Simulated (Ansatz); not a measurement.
`CN[BH][AlH2]` + H₂O → `[OH][AlH2]` + `BNC` at 400 K and 1 bar (formal hydrolysis of the Al–B bond).

Isolated molecules relaxed with PBE0-D4/def2-TZVP in Ansatz; ΔE leaves out vibrations. CCSD(T)/CBS is the MP2 limit (def2-TZVPP, def2-QZVPP) plus CCSD(T) − MP2 in def2-TZVPP, frozen cores. This one scheme is used for every species. Each species was taken in one conformer, which may not be the lowest.

```tsv
species	CCSD(T)/CBS energy (Eh)	H − E (kJ/mol)	S (J/(mol·K))
`CN[BH][AlH2]`	-363.77062	245.4	364.8
H₂O	-76.37941	69.8	198.6
`[OH][AlH2]`	-319.03157	88.7	271.1
`BNC`	-121.18426	222.8	289.6
```

H − E and S are ideal-gas, rigid-rotor, harmonic terms from PBE0-D4/def2-TZVP, for one conformer and one mirror image of each species. 1 Eh = 2625.50 kJ/mol, R = 8.31446 J/(mol·K).

Question: By hand: ΔE, ΔH, ΔS and ΔG.

Answer: ΔE = (-319.03157) + (-121.18426) − (-363.77062) − (-76.37941) = -0.06580 Eh = -172.8 kJ/mol. Δ(H − E) = 88.7 + 222.8 − 245.4 − 69.8 = -3.7, so ΔH = -176.5 kJ/mol. ΔS = 271.1 + 289.6 − 364.8 − 198.6 = -2.7 J/(mol·K). ΔG = -176.5 − 400 × (-2.7)/1000 = -175.4 kJ/mol.

Question: By hand: the equilibrium constant, and the temperature at which ΔG would vanish if ΔH and ΔS stayed fixed.

Answer: log₁₀ K = −ΔG/(RT ln 10) = 22.9. ΔG = 0 at ΔH/ΔS = 65370 K, far beyond where these terms or the molecules hold.

The number of gas molecules stays the same, so ΔS is small and ΔH decides. A doubt of 5 kJ/mol in ΔE shifts log₁₀ K by 0.7 here. Other conformers and mirror images would add mixing entropy, several J/(mol·K) or more a flexible species. These are equilibria of isolated gas molecules and say nothing of rates. Largest T1 diagnostic: 0.014 (customary marks: 0.02 for closed shells, 0.045 for open ones).
